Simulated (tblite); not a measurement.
Compound: C4H15GeNSi.
Atom-mapped SMILES: `[CH3:1][SiH2:2][GeH2:3][CH2:4][CH2:5][CH2:6][NH2:7]` (hydrogens: H8, H9, H10 on C1; H11, H12 on Si2; H13, H14 on Ge3; H15, H16 on C4; H17, H18 on C5; H19, H20 on C6; H21, H22 on N7)

Computed with GFN2-xTB (tblite), gas phase: L-BFGS steps from a force-field or distance-geometry start until the largest atomic force falls under 0.01 eV/Å.

The end geometry, which sets the zero of energy:
```
atom  x, y, z in Å
C1     -4.3209    0.6198   -0.0983
Si2    -2.8777   -0.4622    0.4875
Ge3    -0.9364    0.0473   -0.7397
C4      0.7846   -0.3614    0.1638
C5      1.9884   -0.1246   -0.7394
C6      3.3280   -0.4439   -0.0561
N7      3.7150    0.4584    1.0127
H8     -4.5126    0.4701   -1.1575
H9     -4.1030    1.6742    0.0487
H10    -5.2345    0.3898    0.4409
H11    -3.2296   -1.8775    0.3213
H12    -2.6466   -0.2284    1.9192
H13    -0.8639   -0.6418   -2.0865
H14    -0.8387    1.5014   -1.1605
H15     0.8622    0.2537    1.0639
H16     0.7801   -1.4020    0.4980
H17     1.8944   -0.7488   -1.6312
H18     1.9973    0.9189   -1.0709
H19     3.2921   -1.4536    0.3637
H20     4.1265   -0.4166   -0.8039
H21     3.7575    1.4106    0.6633
H22     3.0275    0.4360    1.7584
```

**Question.** These geometries come from the run, each turned onto the end geometry. Order them by energy, lowest first.
A.
```
atom  x, y, z in Å
C1     -4.1610    0.6284   -0.1742
Si2    -2.8315   -0.5351    0.4850
Ge3    -0.9440    0.0735   -0.6670
C4      0.7135   -0.3178    0.3246
C5      1.8523   -0.1875   -0.6751
C6      3.2726   -0.4162   -0.1479
N7      3.7001    0.4234    0.9550
H8     -4.3806    0.3547   -1.2015
H9     -3.8285    1.6622   -0.1712
H10    -5.0772    0.5714    0.3946
H11    -3.1506   -1.9177    0.1483
H12    -2.5818   -0.3963    1.9227
H13    -0.7841   -0.5841   -2.0139
H14    -0.8849    1.5515   -0.9126
H15     0.8329    0.4017    1.1368
H16     0.7088   -1.2986    0.8021
H17     1.6748   -0.8903   -1.4947
H18     1.7920    0.8205   -1.0926
H19     3.3725   -1.4533    0.1714
H20     3.9759   -0.2353   -0.9667
H21     3.6831    1.3908    0.6544
H22     3.0356    0.3734    1.7196
```
B.
```
atom  x, y, z in Å
C1     -4.3362    0.6250   -0.1101
Si2    -2.8995   -0.4641    0.4775
Ge3    -0.9309    0.0552   -0.7034
C4      0.7968   -0.3563    0.1926
C5      1.9875   -0.1371   -0.7329
C6      3.3432   -0.4366   -0.0721
N7      3.7380    0.4623    0.9965
H8     -4.5457    0.4555   -1.1625
H9     -4.1059    1.6797    0.0104
H10    -5.2432    0.4131    0.4474
H11    -3.2577   -1.8708    0.2640
H12    -2.7025   -0.2718    1.9204
H13    -0.8550   -0.6403   -2.0479
H14    -0.8270    1.5099   -1.1267
H15     0.8882    0.2700    1.0836
H16     0.7897   -1.3925    0.5388
H17     1.8810   -0.7820   -1.6087
H18     1.9852    0.8987   -1.0862
H19     3.3278   -1.4483    0.3433
H20     4.1238   -0.3942   -0.8384
H21     3.7674    1.4188    0.6576
H22     3.0645    0.4251    1.7543
```
C.
```
atom  x, y, z in Å
C1     -4.2764    0.6261   -0.1494
Si2    -2.9189   -0.5361    0.4885
Ge3    -0.9383    0.0505   -0.6328
C4      0.8072   -0.3097    0.2358
C5      1.9636   -0.1565   -0.7451
C6      3.3365   -0.4317   -0.1093
N7      3.7213    0.4605    0.9692
H8     -4.5146    0.4184   -1.1889
H9     -3.9486    1.6613   -0.0987
H10    -5.1916    0.5358    0.4264
H11    -3.2924   -1.9339    0.2471
H12    -2.7855   -0.3710    1.9398
H13    -0.8162   -0.5696   -2.0054
H14    -0.9047    1.5327   -0.9863
H15     0.9339    0.3787    1.0743
H16     0.8080   -1.3194    0.6516
H17     1.8253   -0.8483   -1.5806
H18     1.9620    0.8586   -1.1551
H19     3.3567   -1.4532    0.2807
H20     4.1069   -0.3491   -0.8823
H21     3.6592    1.4247    0.6571
H22     3.0963    0.3508    1.7608
```
D.
```
atom  x, y, z in Å
C1     -4.2392    0.6162   -0.1532
Si2    -2.8959   -0.5516    0.4924
Ge3    -0.9344    0.0733   -0.6467
C4      0.7743   -0.2988    0.2834
C5      1.9149   -0.1622   -0.7142
C6      3.3102   -0.4236   -0.1295
N7      3.7108    0.4467    0.9631
H8     -4.4626    0.3918   -1.1949
H9     -3.8665    1.6391   -0.1221
H10    -5.1758    0.5842    0.3982
H11    -3.2584   -1.9541    0.2596
H12    -2.7267   -0.4157    1.9381
H13    -0.7692   -0.5303   -2.0242
H14    -0.8604    1.5537   -1.0127
H15     0.9037    0.3893    1.1263
H16     0.7747   -1.3042    0.7087
H17     1.7527   -0.8698   -1.5327
H18     1.8808    0.8408   -1.1502
H19     3.3772   -1.4515    0.2413
H20     4.0526   -0.3143   -0.9303
H21     3.6672    1.4155    0.6603
H22     3.0599    0.3450    1.7366
```
E.
```
atom  x, y, z in Å
C1     -4.3252    0.6312   -0.1240
Si2    -2.9152   -0.4857    0.4861
Ge3    -0.9367    0.0474   -0.6730
C4      0.8037   -0.3408    0.2088
C5      1.9845   -0.1470   -0.7361
C6      3.3488   -0.4365   -0.0852
N7      3.7375    0.4617    0.9865
H8     -4.5333    0.4291   -1.1713
H9     -4.0629    1.6828   -0.0404
H10    -5.2416    0.4677    0.4352
H11    -3.2787   -1.8874    0.2468
H12    -2.7256   -0.3305    1.9352
H13    -0.8685   -0.6084   -2.0359
H14    -0.8469    1.5116   -1.0690
H15     0.9035    0.3181    1.0745
H16     0.8037   -1.3627    0.5937
H17     1.8668   -0.8057   -1.6000
H18     1.9825    0.8813   -1.1111
H19     3.3536   -1.4543    0.3156
H20     4.1266   -0.3726   -0.8534
H21     3.7269    1.4201    0.6524
H22     3.0862    0.3999    1.7621
```

**Answer.** B (0.002 eV), E (0.006 eV), C (0.017 eV), D (0.045 eV), A (0.165 eV).

In the order of the answer:

```tsv
step	E above end (eV)	largest force (eV/Å)	rms force component (eV/Å)	rms distance from end (Å)	rms bond change (Å)	bond most changed (Å)
55	0.002	0.03	0.010	0.038	0.001	Ge3–C4 +0.003
44	0.006	0.05	0.016	0.071	0.001	Ge3–C4 +0.003
26	0.017	0.12	0.026	0.124	0.002	Ge3–H14 +0.007
16	0.045	0.18	0.058	0.154	0.003	Ge3–H14 +0.010
5	0.165	0.30	0.110	0.202	0.014	Si2–Ge3 -0.059
```

The cost below is that of the whole relaxation. The run took 1.2 s of wall time on an Arm Neoverse N1 with one thread, no GPU, shared host with 64 logical CPUs at a one-minute load of 61.
